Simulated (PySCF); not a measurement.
# Sn(2+): excitation energy

Sn(2+) [Kr] 4d10 5s2 (1S) → Sn(2+) [Kr] 4d10 5s1 5d1 (3D), as a difference of total energies. Computed with PySCF 2.14 in aug-cc-pV5Z-PP with ECP28MDF, with scalar relativity through the core potential. Correlated levels: valence: 4s2 4p6 4d10 frozen. The calculations carry no spin-orbit coupling.

```json
{"method": "UHF", "excitation energy (cm⁻¹)": "129160"}
{"method": "LDA", "excitation energy (cm⁻¹)": "141650"}
{"method": "PBE", "excitation energy (cm⁻¹)": "137390"}
{"method": "PBE0", "excitation energy (cm⁻¹)": "136470"}
{"method": "r2SCAN", "excitation energy (cm⁻¹)": "136850"}
{"method": "M06-L", "excitation energy (cm⁻¹)": "137030"}
{"method": "M06", "excitation energy (cm⁻¹)": "140210"}
{"method": "MN15", "excitation energy (cm⁻¹)": "140590"}
{"method": "MP2 (valence)", "excitation energy (cm⁻¹)": "133800"}
{"method": "SCS-MP2 (valence)", "excitation energy (cm⁻¹)": "135770"}
```

The promoted electron is Rydberg-like, and one or two diffuse shells describe it only roughly, which tends to raise the upper state.
